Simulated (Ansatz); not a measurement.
CH8AlNOSi, SMILES `C[NH][AlH][O][SiH3]`. The species carries charge 0 and has multiplicity 1. Geometry: relaxed with PBE0-D4/def2-TZVP. It is one conformer, not always the lowest.

```xyz
13

C     0.876   -1.829   -0.377
N     0.198   -1.570    0.876
Al   -0.614   -0.100    1.409
O    -0.643    1.226    0.369
Si   -0.513    2.321   -0.817
H     0.828   -0.944   -1.015
H     0.419   -2.655   -0.935
H     1.936   -2.069   -0.235
H     0.220   -2.369    1.493
H    -1.295   -0.027    2.825
H     0.209    1.745   -1.987
H    -1.862    2.758   -1.266
H     0.241    3.511   -0.339
```

Task: What is the dipole moment at r2SCAN/def2-TZVPP? (Best estimate.)

Result: The calculation gave: 1.61 D, with components (0.56, -1.50, 0.03) D in this frame, pointing from negative to positive charge.

Task: And with PBE, B3LYP, ωB97M-V? (Estimate.)

Result: The calculation gave: PBE 1.64 D, B3LYP 1.56 D, ωB97M-V 1.54 D.

Task: Give the Mulliken charges with r2SCAN, ωB97M-V, B3LYP in def2-TZVPP. (An estimate is asked.)

Result: Computed: 
```json
{"atom": "C1", "r2SCAN": "-0.03", "ωB97M-V": "-0.22", "B3LYP": "-0.17"}
{"atom": "N2", "r2SCAN": "-0.37", "ωB97M-V": "-0.31", "B3LYP": "-0.33"}
{"atom": "Al3", "r2SCAN": "0.52", "ωB97M-V": "0.44", "B3LYP": "0.47"}
{"atom": "O4", "r2SCAN": "-0.39", "ωB97M-V": "-0.34", "B3LYP": "-0.33"}
{"atom": "Si5", "r2SCAN": "0.40", "ωB97M-V": "0.26", "B3LYP": "0.36"}
{"atom": "H6", "r2SCAN": "0.04", "ωB97M-V": "0.10", "B3LYP": "0.09"}
{"atom": "H7", "r2SCAN": "0.05", "ωB97M-V": "0.11", "B3LYP": "0.09"}
{"atom": "H8", "r2SCAN": "0.05", "ωB97M-V": "0.11", "B3LYP": "0.09"}
{"atom": "H9", "r2SCAN": "0.13", "ωB97M-V": "0.09", "B3LYP": "0.11"}
{"atom": "H10", "r2SCAN": "-0.13", "ωB97M-V": "-0.10", "B3LYP": "-0.13"}
{"atom": "H11", "r2SCAN": "-0.09", "ωB97M-V": "-0.05", "B3LYP": "-0.09"}
{"atom": "H12", "r2SCAN": "-0.09", "ωB97M-V": "-0.05", "B3LYP": "-0.08"}
{"atom": "H13", "r2SCAN": "-0.09", "ωB97M-V": "-0.05", "B3LYP": "-0.08"}
```

B3LYP here is the variant with VWN-RPA as its local correlation; programs differ in this.
